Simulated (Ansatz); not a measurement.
Input file for Ansatz (a first-principles code): R-HF/def2-TZVPP on C4H4F2 (SMILES C=C(F)C(=C)F), atoms moved off the minimum.

Ansatz 0.2 input:
```yaml
crystal:
  periodic: [false, false, false]
  atoms:
    - {symbol: C, position_ang: [1.75603133, 0.06155350, 0.23635243]}
    - {symbol: C, position_ang: [0.58659931, -0.04438933, 0.46294520]}
    - {symbol: F, position_ang: [0.41741377, -0.52593526, 1.75946066]}
    - {symbol: C, position_ang: [-0.60571924, 0.13217418, -0.22826698]}
    - {symbol: C, position_ang: [-1.72780438, -0.15126006, 0.08401483]}
    - {symbol: F, position_ang: [-0.26416122, 0.59449392, -1.75005963]}
    - {symbol: H, position_ang: [2.63763816, -0.14149220, 0.80101716]}
    - {symbol: H, position_ang: [1.95875277, 0.28879141, -0.79939198]}
    - {symbol: H, position_ang: [-1.96549947, -0.26290896, 0.89261331]}
    - {symbol: H, position_ang: [-2.65068825, 0.24627818, -0.79197752]}
basis:
  gaussian:
    orbitals: def2-TZVPP
hamiltonian:
  xc: {name: HF}
scf: {lower_state_search: off}
output: {forces: true}
```

The head of its log:

```
WARN ansatz: RAYON_NUM_THREADS=8 ignored (pool sized by the plan → 8); use --threads N
Functional definition: HF
these checks for a lower state are left out or cut short: stability, starts, cluster_reference, orbital_swaps, neighbouring_geometries, increment
integrals: 0.16 GiB planned
1562 factors; their error is unknown
1.33 GiB of device memory are held for the factors and their scratch space
mean field: 0.85 GiB planned
mean field evaluation 1: about -9589.9089 eV, gradient 4.3e1 eV
mean field evaluation 2: about -9593.3011 eV, gradient 2.2e1 eV
```

### Question
What total energy does the run end on?

### Answer
-352.5854 hartree.
